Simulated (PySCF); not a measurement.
States of one metal complex from SC-NEVPT2 in the d shell, PySCF, above the ground state:

| 2S+1 | degeneracy | energy / cm⁻¹ | f (electric dipole) |
| --- | --- | --- | --- |
| 2 | 2 | 0 | – |
| 2 | 3 | 17273 | 8.4e-03 |

Problem. Which of these complexes, all computed at model or optimised geometries, gave the data?
A. Cu(OH)2 (d9, linear)
B. [TiF6]3- (d1, octahedral)
C. [CuF4]2- (d9, nearly square planar)
D. [MnO4]2- (d1, tetrahedral)

Solution. D. [MnO4]2- (d1, tetrahedral) has 2E, then 2T2 at 17273 cm⁻¹ (NEVPT2). The others: Cu(OH)2 (d9, linear) has 2Ag, then 2Bg at 532, 2Ag at 5068 cm⁻¹ (NEVPT2); [TiF6]3- (d1, octahedral) has 2T2g, then 2Eg at 18145 cm⁻¹ (NEVPT2); [CuF4]2- (d9, nearly square planar) has 2B2, then 2B1 at 11483, 2E at 15639 cm⁻¹ (NEVPT2).

The d shell alone is too small an active space for [MnO4]2- (an active orbital has only 0.52 squared overlap with the free ion's shell): its levels, fitted parameters, g values and moments show what this model gives and aren't sound predictions.

On [MnO4]2-: No frequencies were computed for the optimised geometry. Charge-transfer states lie outside this active space and may come lower than some of these levels. The ground state is orbitally degenerate in this regular structure, which would distort (Jahn–Teller). NEVPT2 on the d shell alone tends to put d–d bands too high for such charged or covalently bound ions.
